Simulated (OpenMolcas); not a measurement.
Rh5+ among 4 point charges of -2 e arranged as a square (D4h).

```json
{
 "Program": "OpenMolcas 26.06",
 "Method": "SS-CASPT2, IPEA 0.25 Eh, imaginary shift 0.1 Eh (closed shells correlated: 4s 4p)",
 "Basis": "ANO-RCC-VDZP [6s5p3d1f]",
 "Scalar Hamiltonian": "DKH2, point nucleus",
 "Active space": "4 electrons in 5 orbitals (4d)",
 "State averaging": "2S+1 = 5 even, 5 roots; 2S+1 = 3 even, 45 roots; 2S+1 = 1 even, 50 roots",
 "Spin-orbit coupling": "RASSI with atomic mean-field integrals over the reference wave functions"
}
```

All point charges move together. At R = 1.93 Å the first state of the same spin is 6020 cm-1, and at R = 2.14 Å it is 3690 cm-1.

Problem. A third run gives 9270 cm-1. What distance was it run at?

Solution. With a power law R^-n the two known points give n = -ln(3690 / 6020) / ln(2.14 / 1.93) = 4.74. Then R = 1.93 × (6020 / 9270)^(1/4.74) = 1.762 Å. The run was at 1.76 Å, so the estimate is off by +0.002 Å.

Point charges give a weaker field than real ligands, and real ions of this kind are as a rule low spin; the high spin found here belongs to the model. Free-ion shares, where given, are those of the reference states; single-state CASPT2 does not remix them. This is an electrostatic model: the charges have no orbitals. No measured value stands beside these numbers.
